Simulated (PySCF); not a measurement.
Radial density of Si²⁺ (silicon, charge +2)

BHandHLYP, [Ne] 3d2, high-spin 3F determinant (an excited configuration). All numbers are calculated (PySCF 2.14, no relativity, point nucleus, in dyall-acv3z).

| r (bohr) | 4πr²ρ (e/bohr) | 4πr²(ρα − ρβ) |
| --- | --- | --- |
| 0.00196 | 0.08059 | 0.0000 |
| 0.00330 | 0.2196 | 0.0000 |
| 0.00555 | 0.5834 | 0.0000 |
| 0.00934 | 1.485 | -0.0001 |
| 0.0157 | 3.516 | -0.0001 |
| 0.0264 | 7.381 | -0.0003 |
| 0.0444 | 12.69 | -0.0006 |
| 0.0747 | 15.78 | -0.0009 |
| 0.126 | 12.58 | -0.0022 |
| 0.211 | 9.726 | -0.0056 |
| 0.356 | 13.73 | -0.0021 |
| 0.598 | 10.63 | 0.0498 |
| 1.01 | 2.470 | 0.2329 |
| 1.69 | 0.7251 | 0.6543 |
| 2.85 | 0.6472 | 0.6471 |
| 4.79 | 0.1250 | 0.1250 |
| 8.05 | 0.001580 | 0.0016 |

The outer electron is Rydberg-like, and this basis confines it to a smaller radius and binds it less than a complete one would.

**Question.** Where is the radial spin density 4πr²(ρα − ρβ) most negative, and why is it negative at all?

**Answer.** Around r = 0.211 bohr, down to -0.0056 e/bohr: exchange with the open shell polarises the paired shells in an unrestricted calculation.
